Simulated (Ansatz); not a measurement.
C45H50O10⁺, that is pillar[5]arene methyl ether with one electron fewer. Charge 1, multiplicity 2. Geometry PBE-D4/def2-SVP, that of the neutral singlet; atoms count from 1.

Cartesian coordinates in Å:
```
C -1.905 4.991 -2.937
O -0.577 4.559 -2.740
C -0.234 3.296 -3.167
C -1.147 2.393 -3.748
C -0.754 1.104 -4.140
C 0.594 0.721 -3.942
O 0.912 -0.552 -4.328
C 2.241 -0.989 -4.158
C 1.510 1.627 -3.382
C 1.116 2.919 -2.993
C 2.104 3.861 -2.333
C 2.224 3.583 -0.848
C 1.279 4.099 0.054
C 1.342 3.808 1.428
O 0.422 4.261 2.345
C -0.620 5.092 1.882
C 2.392 3.009 1.934
C 3.330 2.482 1.030
C 3.247 2.745 -0.348
O 4.120 2.227 -1.276
C 5.173 1.411 -0.810
C 2.466 2.665 3.409
C 1.841 1.313 3.693
C 0.449 1.186 3.837
C -0.153 -0.067 4.043
O -1.501 -0.260 4.177
C -2.345 0.866 4.102
C 0.644 -1.233 4.125
C 2.034 -1.105 3.978
C 2.637 0.148 3.750
O 3.990 0.322 3.568
C 4.827 -0.810 3.663
C -0.019 -2.580 4.297
C -0.732 -3.027 3.032
C -0.049 -3.062 1.806
C -0.690 -3.440 0.615
O -0.063 -3.511 -0.600
C 1.180 -2.862 -0.754
C -2.069 -3.752 0.624
C -2.748 -3.730 1.852
C -2.100 -3.382 3.052
O -2.725 -3.347 4.272
C -4.105 -3.621 4.324
C -2.803 -4.043 -0.671
C -2.613 -2.985 -1.740
C -2.153 -3.325 -3.021
C -1.893 -2.347 -4.000
O -1.442 -2.636 -5.262
C -1.170 -3.979 -5.584
C -2.080 -0.981 -3.692
C -2.555 -0.641 -2.415
C -2.844 -1.621 -1.451
O -3.330 -1.342 -0.202
C -3.225 -0.021 0.282
C -1.740 0.105 -4.699
H -2.188 4.999 -4.014
H -1.962 6.026 -2.546
H -2.639 4.358 -2.386
H -2.196 2.681 -3.906
H 2.276 -2.034 -4.519
H 2.963 -0.378 -4.747
H 2.556 -0.964 -3.089
H 2.558 1.345 -3.213
H 1.770 4.905 -2.486
H 3.096 3.742 -2.807
H 0.474 4.721 -0.359
H -1.264 4.577 1.131
H -1.235 5.351 2.765
H -0.235 6.031 1.423
H 4.118 1.837 1.440
H 5.844 1.955 -0.107
H 5.758 1.110 -1.700
H 4.799 0.496 -0.296
H 1.937 3.443 3.990
H 3.524 2.651 3.731
H -0.154 2.101 3.762
H -2.133 1.606 4.907
H -2.262 1.387 3.120
H -3.380 0.491 4.223
H 2.644 -2.017 4.042
H 5.862 -0.452 3.508
H 4.761 -1.297 4.663
H 4.591 -1.574 2.886
H -0.758 -2.539 5.119
H 0.751 -3.329 4.579
H 1.010 -2.766 1.796
H 1.421 -2.902 -1.834
H 1.996 -3.366 -0.185
H 1.132 -1.795 -0.436
H -3.824 -3.955 1.845
H -4.345 -4.651 3.972
H -4.407 -3.528 5.384
H -4.701 -2.900 3.716
H -3.882 -4.156 -0.434
H -2.466 -5.016 -1.089
H -1.959 -4.387 -3.229
H -2.077 -4.623 -5.511
H -0.813 -3.988 -6.632
H -0.380 -4.417 -4.931
H -2.680 0.425 -2.178
H -3.518 -0.055 1.349
H -2.182 0.366 0.207
H -3.903 0.684 -0.255
H -2.665 0.640 -5.001
H -1.324 -0.376 -5.605
```

Single mean-field runs in def2-SVP are fitted with def2-universal-jkfit.

Question: Estimate the Mulliken populations of the heavy atoms from the PBE0/def2-SVP orbitals of Ansatz.

Answer: 
```json
{"atom": "C1", "charge (e)": "0.09", "spin (α − β)": "0.00"}
{"atom": "O2", "charge (e)": "-0.36", "spin (α − β)": "0.03"}
{"atom": "C3", "charge (e)": "0.25", "spin (α − β)": "0.04"}
{"atom": "C4", "charge (e)": "-0.14", "spin (α − β)": "-0.02"}
{"atom": "C5", "charge (e)": "-0.15", "spin (α − β)": "0.04"}
{"atom": "C6", "charge (e)": "0.25", "spin (α − β)": "0.04"}
{"atom": "O7", "charge (e)": "-0.35", "spin (α − β)": "0.02"}
{"atom": "C8", "charge (e)": "0.09", "spin (α − β)": "0.00"}
{"atom": "C9", "charge (e)": "-0.12", "spin (α − β)": "-0.02"}
{"atom": "C10", "charge (e)": "-0.13", "spin (α − β)": "0.04"}
{"atom": "C11", "charge (e)": "0.19", "spin (α − β)": "-0.01"}
{"atom": "C12", "charge (e)": "-0.13", "spin (α − β)": "0.05"}
{"atom": "C13", "charge (e)": "-0.12", "spin (α − β)": "-0.02"}
{"atom": "C14", "charge (e)": "0.25", "spin (α − β)": "0.04"}
{"atom": "O15", "charge (e)": "-0.36", "spin (α − β)": "0.03"}
{"atom": "C16", "charge (e)": "0.09", "spin (α − β)": "0.00"}
{"atom": "C17", "charge (e)": "-0.13", "spin (α − β)": "0.05"}
{"atom": "C18", "charge (e)": "-0.12", "spin (α − β)": "-0.02"}
{"atom": "C19", "charge (e)": "0.25", "spin (α − β)": "0.04"}
{"atom": "O20", "charge (e)": "-0.36", "spin (α − β)": "0.03"}
{"atom": "C21", "charge (e)": "0.09", "spin (α − β)": "0.00"}
{"atom": "C22", "charge (e)": "0.19", "spin (α − β)": "-0.01"}
{"atom": "C23", "charge (e)": "-0.13", "spin (α − β)": "0.04"}
{"atom": "C24", "charge (e)": "-0.12", "spin (α − β)": "-0.02"}
{"atom": "C25", "charge (e)": "0.26", "spin (α − β)": "0.03"}
{"atom": "O26", "charge (e)": "-0.35", "spin (α − β)": "0.02"}
{"atom": "C27", "charge (e)": "0.09", "spin (α − β)": "0.00"}
{"atom": "C28", "charge (e)": "-0.15", "spin (α − β)": "0.04"}
{"atom": "C29", "charge (e)": "-0.14", "spin (α − β)": "-0.02"}
{"atom": "C30", "charge (e)": "0.25", "spin (α − β)": "0.04"}
{"atom": "O31", "charge (e)": "-0.36", "spin (α − β)": "0.03"}
{"atom": "C32", "charge (e)": "0.09", "spin (α − β)": "0.00"}
{"atom": "C33", "charge (e)": "0.22", "spin (α − β)": "-0.01"}
{"atom": "C34", "charge (e)": "-0.13", "spin (α − β)": "0.07"}
{"atom": "C35", "charge (e)": "-0.10", "spin (α − β)": "-0.03"}
{"atom": "C36", "charge (e)": "0.24", "spin (α − β)": "0.06"}
{"atom": "O37", "charge (e)": "-0.35", "spin (α − β)": "0.03"}
{"atom": "C38", "charge (e)": "0.09", "spin (α − β)": "0.00"}
{"atom": "C39", "charge (e)": "-0.11", "spin (α − β)": "0.06"}
{"atom": "C40", "charge (e)": "-0.13", "spin (α − β)": "-0.03"}
{"atom": "C41", "charge (e)": "0.24", "spin (α − β)": "0.06"}
{"atom": "O42", "charge (e)": "-0.34", "spin (α − β)": "0.04"}
{"atom": "C43", "charge (e)": "0.09", "spin (α − β)": "0.00"}
{"atom": "C44", "charge (e)": "0.22", "spin (α − β)": "-0.01"}
{"atom": "C45", "charge (e)": "-0.11", "spin (α − β)": "0.06"}
{"atom": "C46", "charge (e)": "-0.13", "spin (α − β)": "-0.03"}
{"atom": "C47", "charge (e)": "0.25", "spin (α − β)": "0.06"}
{"atom": "O48", "charge (e)": "-0.34", "spin (α − β)": "0.04"}
{"atom": "C49", "charge (e)": "0.09", "spin (α − β)": "0.00"}
{"atom": "C50", "charge (e)": "-0.13", "spin (α − β)": "0.07"}
{"atom": "C51", "charge (e)": "-0.10", "spin (α − β)": "-0.03"}
{"atom": "C52", "charge (e)": "0.24", "spin (α − β)": "0.06"}
{"atom": "O53", "charge (e)": "-0.35", "spin (α − β)": "0.03"}
{"atom": "C54", "charge (e)": "0.09", "spin (α − β)": "0.00"}
{"atom": "C55", "charge (e)": "0.22", "spin (α − β)": "-0.01"}
```
Mulliken values depend strongly on the basis.

Question: Where does the spin sit?

Answer: Summed by element: C 0.66, O 0.28, H 0.06, of 1 unpaired in all. Largest on single atoms: C34 0.07, C50 0.07, C47 0.06.

Question: And the Mayer bond orders between heavy atoms (over 0.3, the first 40 of 60)?

Answer: C1–O2 0.94 (1.41 Å); O2–C3 1.09 (1.38 Å); C3–C4 1.28 (1.41 Å); C3–C10 1.36 (1.41 Å); C4–C5 1.39 (1.40 Å); C5–C6 1.33 (1.42 Å); C5–C55 1.06 (1.51 Å); C6–O7 1.13 (1.37 Å); C6–C9 1.29 (1.40 Å); O7–C8 0.95 (1.41 Å); C9–C10 1.39 (1.41 Å); C10–C11 1.05 (1.52 Å); C11–C12 1.05 (1.52 Å); C12–C13 1.40 (1.40 Å); C12–C19 1.35 (1.41 Å); C13–C14 1.28 (1.41 Å); C14–O15 1.09 (1.38 Å); C14–C17 1.35 (1.41 Å); O15–C16 0.94 (1.41 Å); C17–C18 1.40 (1.40 Å); C17–C22 1.06 (1.52 Å); C18–C19 1.28 (1.41 Å); C19–O20 1.09 (1.38 Å); O20–C21 0.94 (1.41 Å); C22–C23 1.05 (1.52 Å); C23–C24 1.39 (1.41 Å); C23–C30 1.36 (1.41 Å); C24–C25 1.29 (1.40 Å); C25–O26 1.13 (1.37 Å); C25–C28 1.33 (1.42 Å); O26–C27 0.95 (1.41 Å); C28–C29 1.39 (1.40 Å); C28–C33 1.06 (1.51 Å); C29–C30 1.28 (1.41 Å); C30–O31 1.09 (1.38 Å); O31–C32 0.94 (1.41 Å); C33–C34 1.04 (1.52 Å); C34–C35 1.39 (1.40 Å); C34–C41 1.33 (1.41 Å); C35–C36 1.30 (1.40 Å).
